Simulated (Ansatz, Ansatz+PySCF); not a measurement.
```xyz
3

O     0.0000    0.0000   -0.1197
H     0.0000    1.5084    1.0770
H     0.0000   -0.7542    0.4787
```

Basis set: 6-31G* (spherical functions). Correlated methods keep 1 orbital frozen. Charge 0, multiplicity 1.

Computed with Ansatz (development build ahead of 0.2.0); each method stands on the lowest determinant of its kind that the runs found. Restricted open shells among the atoms or ions are ROHF, correlated in semicanonical orbitals with singles.

The atomization energy at this shape (free ground-state atoms in the same class of orbitals less the molecule, no zero-point energy) of singlet H₂O:

```json
{"method": "RHF-CCSD(T)", "atomization energy": "446.7 kJ/mol"}
{"method": "UHF-MP2", "atomization energy": "396.0 kJ/mol"}
{"method": "UHF", "atomization energy": "271.5 kJ/mol"}
{"method": "RHF", "atomization energy": "55.3 kJ/mol"}
```

(1) What does UHF-CCSD(T) give?

Results:

(1) 434.0 kJ/mol. Caution: the shape is not the minimum. Caution for RHF-CCSD(T), RHF: an unrestricted determinant lies well below. Caution for RHF-CCSD(T), UHF-CCSD(T), UHF-MP2: large amplitudes, a single reference is doubtful. Caution for RHF-CCSD(T): the amplitudes may be one of several solutions. Caution for UHF-CCSD(T), UHF-MP2: a plain start can end on a higher determinant. Caution for UHF-CCSD(T): another reference gives a lower total. Caution for UHF-CCSD(T), UHF-MP2, UHF: the unrestricted determinant is a mixture of spin states.
